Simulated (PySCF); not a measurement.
Compound: C3H8SeSi.
SMILES: `[SiH3][Se]C1CC1`

A linear-response calculation (PySCF, def2-SVPD basis, gas phase, vertical, core orbitals frozen in the response) gave these numbers; the functional is withheld.

Orbital energies (eV): HOMO-3 -10.84, HOMO-2 -10.15, HOMO-1 -9.33, HOMO -7.86, LUMO 0.71, LUMO+1 1.06, LUMO+2 1.30.

```csv
state,E (eV),f,"main configurations (H = HOMO, L = LUMO)"
S1,5.00,0.0035,H→L (78%)
S2,5.74,0.022,"H→L+1 (82%), H→L (10%)"
S3,6.43,0.014,H→L+2 (80%)
S4,6.73,0.0022,"H→L+6 (45%), H-1→L (24%)"
S5,6.77,0.0051,"H→L+5 (27%), H→L+7 (20%), H-1→L (19%)"
S6,6.83,0.037,H→L+3 (81%)
```

Triplets, Tamm–Dancoff:

```
state  E (eV)  λ (nm)  main configurations (H = HOMO, L = LUMO)
   T1    4.59   269.8                    H→L (68%), H→L+1 (10%)
   T2    5.28   234.8                    H→L+1 (62%), H→L (18%)
   T3    6.06   204.7                               H-1→L (66%)
   T4    6.14   202.1      H→L+2 (60%), H→L+1 (14%), H→L+6 (9%)
```

Vertical ionisation energy by ΔSCF with the same functional: 8.67 eV. Mean static polarisability: 90.8 au.

**Question.** Which of these was used?
A. HF
B. PBE
C. CAM-B3LYP
D. B3LYP

**Answer.** C. CAM-B3LYP is range-separated, 19% exact exchange at short range and 65% at long range (ω = 0.33 bohr⁻¹). In this run −ε(HOMO) = 7.86 eV differs from the ΔSCF value by -0.81 eV, and S1 differs from the orbital gap of 8.57 eV by -3.57 eV. The ratio −ε(HOMO)/IP is 0.91. Usual ranges for neutral molecules in this basis: 0.85 to 0.93 with CAM-B3LYP, 0.5 to 0.7 with PBE, 0.67 to 0.83 with B3LYP; with Hartree–Fock the ratio is 1 or more (Koopmans' value less the relaxation energy is the ΔSCF value).

Theory: TDDFT CAM-B3LYP/def2-SVPD, vertical, gas phase, core orbitals frozen in the response in PySCF 2.14.0, density-fitted response routines. One conformer (not necessarily the lowest) at the PBE0-D3(BJ)/def2-SVP geometry, without solvent, vibrations or thermal averaging. The CAM-B3LYP/def2-SVPD calculation is non-relativistic and has no spin–orbit coupling, an omission that weighs most on selenium.

Conformer computed: `[SiH3:1][Se:2][CH:3]1[CH2:4][CH2:5]1`: Si1–Se2–C3–C4 -140°.

Without π bonds the low states are Rydberg-like; a valence basis with one diffuse set may place them up to an eV too high.
